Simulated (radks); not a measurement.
Isoelectronic series with 6 electrons, each ion in its NIST ground configuration. All-electron calculation, Dirac Kohn-Sham, PBE, spin-unpolarised, spherical densities, finite nucleus; open shells are shared between the two j in proportion to 2j + 1; Fermi nuclear charge, rms radius of each element as measured or else 0.836 A^(1/3) + 0.57 fm. Program: a radial shooting solver on a logarithmic mesh with Libxc functionals. Total energies (hartree) and mean radii <r> (bohr) (* marks an orbital that is empty in some or all of the ions):

\begin{tabular}{lrrrrrrrrr}
ion & configuration & E (hartree) & 3p3/2* & 3p1/2* & 3s1/2* & 2p3/2 & 2p1/2 & 2s1/2 & 1s1/2 \\ \hline
Kr30+ & [He] 2s2 2p2 & -1859.93839 & 0.3872 & 0.3822 & 0.4048 & 0.1497 & 0.1463 & 0.1728 & 0.04133 \\
Mo36+ & [He] 2s2 2p2 & -2570.13260 & 0.3253 & 0.3196 & 0.3397 & 0.1265 & 0.1225 & 0.1454 & 0.03504 \\
Rh39+ & [He] 2s2 2p2 & -2971.46037 & 0.3011 & 0.2950 & 0.3140 & 0.1174 & 0.1131 & 0.1345 & 0.03251 \\
Cd42+ & [He] 2s2 2p2 & -3404.50915 & 0.2802 & 0.2736 & 0.2917 & 0.1094 & 0.1048 & 0.1250 & 0.03030 \\
Sb45+ & [He] 2s2 2p2 & -3870.05480 & 0.2619 & 0.2549 & 0.2721 & 0.1025 & 0.09757 & 0.1166 & 0.02833 \\
Xe48+ & [He] 2s2 2p2 & -4368.95105 & 0.2458 & 0.2384 & 0.2548 & 0.09633 & 0.09112 & 0.1091 & 0.02657 \\
La51+ & [He] 2s2 2p2 & -4902.1574 & 0.2315 & 0.2236 & 0.2392 & 0.09085 & 0.08533 & 0.1024 & 0.02499 \\
Nd54+ & [He] 2s2 2p2 & -5470.7327 & 0.2186 & 0.2104 & 0.2253 & 0.08593 & 0.08011 & 0.09637 & 0.02356 \\
Eu57+ & [He] 2s2 2p2 & -6075.8167 & 0.2071 & 0.1984 & 0.2127 & 0.08150 & 0.07536 & 0.09087 & 0.02225 \\
Dy60+ & [He] 2s2 2p2 & -6718.7617 & 0.1967 & 0.1875 & 0.2012 & 0.07748 & 0.07102 & 0.08584 & 0.02106 \\
Tm63+ & [He] 2s2 2p2 & -7401.0558 & 0.1872 & 0.1775 & 0.1907 & 0.07382 & 0.06703 & 0.08122 & 0.01995 \\
Hf66+ & [He] 2s2 2p2 & -8124.2303 & 0.1785 & 0.1683 & 0.1810 & 0.07046 & 0.06334 & 0.07696 & 0.01894 \\
Re69+ & [He] 2s2 2p2 & -8890.2227 & 0.1705 & 0.1598 & 0.1721 & 0.06738 & 0.05992 & 0.07301 & 0.01799 \\
Pt72+ & [He] 2s2 2p2 & -9700.9959 & 0.1632 & 0.1520 & 0.1638 & 0.06454 & 0.05673 & 0.06933 & 0.01711 \\
\end{tabular}
